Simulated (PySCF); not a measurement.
GeH₆O₂Si, SMILES [OH][GeH]([OH])[SiH3].

The structure is a stationary point at TPSSh-D3(BJ)/def2-SVP. The structure was generated by enumeration, and PubChem lists no compound with its InChIKey, so it may never have been made. Other conformers were not sampled.

Level of theory: B3LYP/def2-TZVP run with PySCF.

The molecule is in vacuum.

The total energy comes out as -2520.74959 hartree, the highest occupied level is -7.91 eV and the lowest empty level is -0.47 eV. The orbital gap comes out as 7.44 eV and the dipole moment is 0.37 D. The quadrupole, principal values (traceless, Buckingham form, about the centre of nuclear charge) is -10.08, 3.77, 6.31 D·Å and the mean static polarisability is 66.3 bohr³ (9.83 Å³). The polarisability, principal values comes out as 60.2, 60.9, 77.8 bohr³.
